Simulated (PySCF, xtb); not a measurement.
BFI2, SMILES FB(I)I.

GFN2-xTB (xtb) at its own geometry gives an orbital gap of 4.05 eV and a dipole moment of 2.23 D.

Geometry: PBE0-D3(BJ)/def2-SVP. The def2 effective core potentials stand for the cores of I; spin–orbit coupling is left out.

**Question.** What does PySCF with B3LYP/def2-TZVPD give? (The exact figures need the calculation; the answer reports its results.)

**Answer.** gap 5.54 eV (levels -7.46 and -1.93 eV), dipole 0.49 D.
